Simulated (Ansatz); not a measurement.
Z-matrix (Å, degrees):
```
Sn
O 1 1.927
F 1 1.904 2 110.9
O 1 1.934 2 108.9 3 116.5
Cl 1 2.280 2 109.2 3 -117.2
H 2 0.962 1 112.1 3 -90.9
H 4 0.962 1 113.0 2 -149.3
```

Total charge 0; spin multiplicity 1. Sn takes the def2 core potential.

(1) List the CAM-B3LYP/def2-TZVPP orbital energies in eV (the Gaussian-basis code of Ansatz). (An estimate is asked.)

## Answers

(1) The calculation gave: Occupied: -2765.00, -673.07, -523.32, -523.32, -259.75, -198.82, -198.65, -198.65, -142.70, -97.65, -97.62, -97.58, -34.22, -32.48, -32.18, -31.75, -31.74, -31.34, -29.41, -28.89, -24.88, -17.48, -15.81, -14.95, -13.65, -13.37, -12.99, -12.31, -11.98, -11.50, -11.38, -11.20, -11.17. Lowest empty: -1.43, 1.10, 1.34, 1.55, 2.89, 3.37, 3.92, 4.25.
